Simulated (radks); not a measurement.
Co XXII, configuration [He] 2s2 2p2.

Calculated with a radial shooting solver on a logarithmic mesh with Libxc functionals: Dirac Kohn-Sham, BLYP, spin-unpolarised, spherical densities, finite nucleus; open shells fill j = l - 1/2 first; Fermi nuclear charge, rms radius 3.7875 fm.

Energy parts (eV):
| part | energy |
|---|---|
| total | -27716.077 |
| kinetic | 28283.457 |
| electron-nucleus | -58268.236 |
| Hartree | 3046.521 |
| exchange-correlation | -777.818 |

Orbitals (lengths in bohr, moments of r in powers of bohr; r(max) is where P^2 peaks):
| orbital | occ. | eigenvalue (eV) | r(max) | small-component weight |
|---|---|---|---|---|
| 1s1/2 | 2 | -8782.095 | 0.03673 | 9.50e-03 |
| 2s1/2 | 2 | -1870.082 | 0.2041 | 2.04e-03 |
| 2p1/2 | 2 | -1791.222 | 0.1603 | 2.01e-03 |
| 2p3/2 | 0 | -1773.159 | 0.1625 | 1.99e-03 |

The highest occupied level is 2p1/2 at -1791.2 eV. The density falls to 0.001 e/bohr^3 at r = 0.76 bohr. The electron density at the nucleus is 1.734e+04 e/bohr^3. Summed over all electrons, <r^2> = 0.2416 bohr^2, which gives a Langevin (diamagnetic) susceptibility term of -0.191 x 10^-6 cm^3/mol.
